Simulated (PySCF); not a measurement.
Isomers of C3H7NSSi, mass 117.007 u with the commonest isotopes. Computed with PySCF, PBE0-D3(BJ)/def2-SVP geometry optimisation, gas phase. One conformer each, none proved a minimum here; rigid rotors.

Task: Order these by dipole moment, smallest first.
A. `[N:1]#[C:2][CH2:3][S:4][CH2:5][SiH3:6]` with C2–C3–S4–C5 60°, C3–S4–C5–Si6 75°
B. `[CH3:1][S:2][Si@H:3]([CH3:4])[C:5]#[N:6]` with C1–S2–Si3–C4 176°
C. `CN1[SiH2]CC1=S`
D. `[CH2:1]=[N:2]/[CH:3]=[CH:4]\[S:5][SiH3:6]` with C1–N2–C3–C4 180°, C3–C4–S5–Si6 -1°

Result: A (2.63 D), B (2.91 D), D (3.44 D), C (3.95 D).

Task: Order these by rotational constant B, largest first.
A. `[N:1]#[C:2][CH2:3][S:4][CH2:5][SiH3:6]` with C2–C3–S4–C5 60°, C3–S4–C5–Si6 75°
B. `[CH2:1]=[N:2]/[CH:3]=[CH:4]\[S:5][SiH3:6]` with C1–N2–C3–C4 180°, C3–C4–S5–Si6 -1°
C. `[CH2:1]=[CH:2]/[CH:3]=[N:4]\[SiH2:5][SH:6]` with C1–C2–C3–N4 179°, C3–N4–Si5–S6 119°, N4–Si5–S6–H 50°
D. `CN1[SiH2]CC1=S`

Result: B (2020 MHz), D (1872 MHz), A (1363 MHz), C (891.5 MHz).

Task: Order these by rotational constant C, largest first.
A. `[N:1]#[C:2][CH2:3][S:4][CH2:5][SiH3:6]` with C2–C3–S4–C5 60°, C3–S4–C5–Si6 75°
B. `CN1[SiH2]CC1=S`
C. `[CH3:1][S:2][Si@H:3]([CH3:4])[C:5]#[N:6]` with C1–S2–Si3–C4 176°
D. `[CH2:1]=[CH:2]/[CH:3]=[N:4]\[SiH2:5][SH:6]` with C1–C2–C3–N4 179°, C3–N4–Si5–S6 119°, N4–Si5–S6–H 50°
E. `[CH2:1]=[N:2]/[CH:3]=[CH:4]\[S:5][SiH3:6]` with C1–N2–C3–C4 180°, C3–C4–S5–Si6 -1°

Result: B (1304 MHz), E (1273 MHz), C (1206 MHz), A (1144 MHz), D (884.6 MHz).

| SMILES | point group | Ia (u·Å²) | Ib (u·Å²) | Ic (u·Å²) | κ | μa (D) | μb (D) | μc (D) |
| --- | --- | --- | --- | --- | --- | --- | --- | --- |
| N#CCSC[SiH3] | C1 | 148.26 | 370.73 | 441.81 | -0.81 | 1.98 | 1.14 | 1.30 |
| C=N/C=C\S[SiH3] | Cs | 152.99 | 250.23 | 396.88 | -0.26 | 3.30 | 1.00 | 0.01 |
| CN1[SiH2]CC1=S | near Cs | 129.98 | 270.01 | 387.57 | -0.56 | 3.90 | 0.58 | 0.01 |
| CS[Si@H](C)C#N | C1 | 193.09 | 269.94 | 419.19 | -0.06 | 1.46 | 2.18 | 1.27 |
| C=C/C=N\[SiH2]S | C1 | 76.32 | 566.90 | 571.28 | -1.00 | 2.82 | 0.05 | 0.08 |
